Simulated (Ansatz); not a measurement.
Gas-phase electronic energies from Ansatz, PBE0-D4/def2-TZVP geometries. CCSD(T)/CBS adds triple-zeta CCSD(T) − MP2 to the extrapolated MP2 energy (def2 sets, frozen cores). DFT in def2-TZVPP. B3LYP here is the variant with VWN-RPA as its local correlation; programs differ in this. For Ga, Ge outer-core shells are correlated without core-valence functions, which leaves a few kJ/mol of doubt a bond. Scalar relativity is left out up to krypton. One conformer a species, not always the lowest.

Consider the substitution at a C–Ge bond: `[CH3][GeH3]` + `[OH][GaH][SH]` → `C[O][GaH][SH]` + GeH₄.

CCSD(T)/CBS gives +90.5 kJ/mol.

**Question.** Another level gave +84.5 kJ/mol. Which?
A. SCS-MP2/def2-TZVPP
B. B3LYP-D4/def2-TZVPP
C. PBE0-D4/def2-TZVPP
D. MP2/def2-TZVPP

**Answer.** C. PBE0-D4 84.5, B3LYP-D4 78.2, SCS-MP2/def2-TZVPP 89.3, MP2/def2-TZVPP 95.7 kJ/mol.

Largest T1 diagnostic among the species: 0.014.

The D4 term adds −3.1 kJ/mol with B3LYP and −1.9 kJ/mol with PBE0; it sums over pairs of atoms, weighted by their polarisabilities, and B3LYP, whose exchange is more repulsive, gets the larger term. At CCSD(T), def2-SVP lies −23.8 kJ/mol from the extrapolated value and def2-TZVPP −2.9 kJ/mol. Leaving LDA and LC-ωPBE aside and taking each functional with its dispersion term where it has one, the values, not all of them listed here, spread over 15.3 kJ/mol, from BLYP-D4 to PBE-QIDH. LDA lies −5.4 kJ/mol from PBE without D4.
